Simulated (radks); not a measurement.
The numbers below are computed, except where a source is named.
Q: The mean radii <r> (bohr) of the occupied orbitals of an atom or ion are listed with their occupations. Level of theory: scalar-relativistic Kohn-Sham, PBE, spin-unpolarised, spherical densities, point nucleus (a radial shooting solver on a logarithmic mesh with Libxc functionals).

| orbital | occ. | <r> |
|---|---|---|
| 1s | 2 | 0.03428 |
| 2s | 2 | 0.1495 |
| 2p | 6 | 0.1303 |
| 3s | 2 | 0.4133 |
| 3p | 6 | 0.4134 |
| 3d | 10 | 0.3936 |
| 4s | 2 | 0.9574 |
| 4p | 2 | 1.010 |

Name the element and its charge.

A: Z = 43, technetium, charge +11: Tc11+ in [Ar] 3d10 4s2 4p2. The 1s radius gives Z: for a bare nucleus <r> = (2 gamma + 1)/(2Z) with gamma = sqrt(1 - (Z/c)^2), 0.03371 bohr for Z = 43, and screening makes it slightly larger (0.03428 here). The occupations add up to 32, and the charge is Z minus that.
